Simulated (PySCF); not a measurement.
Below is a simulated gas-phase C 1s photoelectron spectrum of BEt2Br, `CCB(Br)CC`.

Every computed line was given a Gaussian of 0.6 eV full width at half maximum and an area set by the number of equivalent atoms; the highest printed point is 100. Level of theory: delta-SCF UKS SCAN, pcX-2 on the ionised atom, pcseg-1 elsewhere, spin-free X2C in PySCF.

(binding energy (eV), intensity): (289.4, 0), (289.5, 0), (289.6, 2), (289.7, 4), (289.8, 10), (289.9, 20), (290.0, 36), (290.1, 56), (290.2, 77), (290.3, 93), (290.4, 100), (290.5, 96), (290.6, 82), (290.7, 62), (290.8, 41), (290.9, 24), (291.0, 12), (291.1, 5), (291.2, 2), (291.3, 1), (291.4, 0)

Problem. How many maxima does the curve show, and how many computed lines lie under it?

Solution. The curve has 1 maximum (at 290.4 eV). Under it lie 2 lines from 2 inequivalent carbon sites. At this width some lines have no maximum of their own.

Problem. Decompose the envelope and assign each component. Bonds: B1–C2, B1–C9, B1–Br16, C2–C3, C9–C10. Hydrogens: H4, H5 on C2; H6, H7, H8 on C3; H11, H12 on C9; H13, H14, H15 on C10.

Solution. 
```
position (eV)  relative area  line   atoms                    environment
       290.29              2  C 1s   C2/C9  carbon bonded to B, C and 2 H
       290.54              2  C 1s  C3/C10     carbon bonded to C and 3 H
```

Problem. What are the centre and the root-mean-square width of the whole band?

Solution. The area-weighted mean of the lines is 290.41 eV. Their own spread about it is 0.13 eV (rms) and each Gaussian has σ = 0.6/2.355 = 0.25 eV; the variances add, which gives 0.28 eV.

Problem. Above which line width would these two lines show one maximum?

Solution. Two equal Gaussians merge once their distance is under 2σ = FWHM/1.177. With 0.25 eV between them that is a full width over 0.29 eV.

Lowest listed C 1s: C2/C9, bonded to C, 2 H and B. Highest, 0.25 eV above it: C3/C10, bonded to C and 3 H.

Shake-up satellites, vibrational structure and lifetime widths aren't simulated. Topologically equivalent atoms share the value of their first member; where this conformer doesn't relate them by symmetry, their own values could differ. Geometry: PBE0-D3(BJ)/def2-SVP, one conformer, isolated molecule.
